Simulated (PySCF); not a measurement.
Predicted microwave data (CAM-B3LYP/def2-SVPD in PySCF (dipole) on a GFN2-xTB geometry, gas phase) for one isomer of C5H5ClO2Si:

* Rotational constants: A = 2338, B = 693.1, C = 537.9 MHz
* Dipole components: |μa| = 4.47 D, |μb| = 0.96 D, |μc| = 0.00 D
* Inertial defect: -5.86 u·Å²
* κ: -0.83

Task: Which structure is it? (One computed conformer of each.)
A. `[O:1]=[C:2]([Cl:3])[c:4]1[cH:5][cH:6][c:7]([SiH3:8])[o:9]1` with O1–C2–C4–C5 0°
B. `[O:1]=[C:2]([Cl:3])[c:4]1[cH:5][c:6]([SiH3:7])[cH:8][o:9]1` with O1–C2–C4–C5 0°
C. `[O:1]=[C:2]([OH:3])[C:4]1=[CH:5][CH:6]=[C:7]([Cl:8])[SiH2:9]1` with O1–C2–O3–H 0°, O1–C2–C4–C5 0°

Result: A. It is O=C(Cl)c1ccc([SiH3])o1, an asymmetric top, point group Cs. The candidates at the same level (rigid rotor, commonest isotopes):

```json
{"SMILES": "O=C(O)C1=CC=C(Cl)[SiH2]1", "A (MHz)": "3359", "B (MHz)": "608.7", "C (MHz)": "518.5", "μa (D)": "0.54", "μb (D)": "1.01", "μc (D)": "0.00", "Δ (u·Å²)": "-6.10", "point group": "Cs", "rotor": "near-prolate asymmetric top"}
{"SMILES": "O=C(Cl)c1ccc([SiH3])o1", "A (MHz)": "2338", "B (MHz)": "693.1", "C (MHz)": "537.9", "μa (D)": "4.47", "μb (D)": "0.96", "μc (D)": "0.00", "Δ (u·Å²)": "-5.86", "point group": "Cs", "rotor": "asymmetric top"}
{"SMILES": "O=C(Cl)c1cc([SiH3])co1", "A (MHz)": "3614", "B (MHz)": "552.7", "C (MHz)": "482.0", "μa (D)": "4.13", "μb (D)": "1.47", "μc (D)": "0.00", "Δ (u·Å²)": "-5.83", "point group": "Cs", "rotor": "near-prolate asymmetric top"}
```

`O=C(Cl)c1cc([SiH3])co1` has A 55 % too high; `O=C(O)C1=CC=C(Cl)[SiH2]1` has A 44 % too high. In the right answer the mirror of this Cs structure is the ab plane, so μc vanishes by symmetry. No structure here is proved a minimum.
